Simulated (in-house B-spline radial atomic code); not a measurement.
RPA and G0W0 for F²⁺, [He] 2s2 2p3, highest spin, as one setting changes: the highest l of the empty states. Start: PBE0. A dash marks a level of low quasi-particle weight. Computed with an all-electron radial atomic-structure program (B-spline basis): all electrons, non-relativistic, point nucleus, each spin shell either full or empty, empty states to the listed l with an (l + 1/2)⁻⁴ tail; G0W0 by contour deformation at full frequency.

```tsv
highest l of the empty states	RPA summed (Eh)	RPA extrapolated (Eh)	G0W0 level (eV)
3	-0.31702	-0.34157	2p up -62.46
4	-0.3295	-0.34289	2p up -62.56
5	-0.33456	-0.3416	2p up -62.55
6	?	?	?
7	-0.33828	-0.34093	2p up -62.54
8	-0.33903	-0.34081	2p up -62.54
9	?	?	?
10	-0.33979	-0.34069	2p up -62.54
11	-0.33999	-0.34066	2p up -62.54
```

Task: What belongs in the row for 9?

Result: RPA summed (Eh): -0.33949; RPA extrapolated (Eh): -0.34074; G0W0 level (eV): 2p up -62.54.

Task: What belongs in the row for 6?

Result: RPA summed (Eh): -0.33698; RPA extrapolated (Eh): -0.34114; G0W0 level (eV): 2p up -62.54.
